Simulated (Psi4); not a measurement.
Pair of molecules, SMILES N with SMILES C=CF (the first has 4 atoms); geometry from B3LYP-D3(BJ)/def2-TZVP, rigid monomers moved along the line of their centres of mass till H2···F7 is 4.27 Å.
(charge 0, multiplicity 1):
| atom | x (Å) | y (Å) | z (Å) |
|---|---|---|---|
| N | -0.0276 | -0.0953 | 0.6433 |
| H | 0.6550 | 0.2467 | 1.3112 |
| H | 0.4178 | -0.8251 | 0.0988 |
| H | -0.2428 | 0.6662 | 0.0100 |
| C | -0.9269 | -0.2211 | 5.8052 |
| C | 0.1748 | 0.2958 | 6.3069 |
| F | 1.1974 | 0.7123 | 5.5173 |
| H | -1.0629 | -0.3356 | 4.7367 |
| H | -1.7076 | -0.5353 | 6.4829 |
| H | 0.4025 | 0.4499 | 7.3532 |

Computed with SAPT0/jun-cc-pV(D+d)Z in Psi4 1.11.

Task: Give the four SAPT terms and the total, and say what mostly holds the pair together.

Result: electrostatics -0.56, exchange 0.01, induction -0.02, dispersion -0.08, total -0.66 kcal/mol; the largest attraction is electrostatics.
